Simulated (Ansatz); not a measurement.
Harmonic frequencies (cm⁻¹) at PBE0-D4/def2-TZVP from Ansatz: 139, 209, 219, 256, 306, 338, 402, 685, 814, 1018, 1084, 1112, 1170, 1232, 1326, 1436, 1462, 1468, 1488, 1494, 1520, 3010, 3015, 3062, 3068, 3102, 3156.

Each molecule was computed in one conformer, which needn't be the lowest.

Problem. Which molecule is it?
A. `CN(C)[Si]F`
B. `C[C@@H]1N[Si@@H]1F`
C. `CS[Si]SC`
D. `CN(C)[SiH]`

Solution. A.
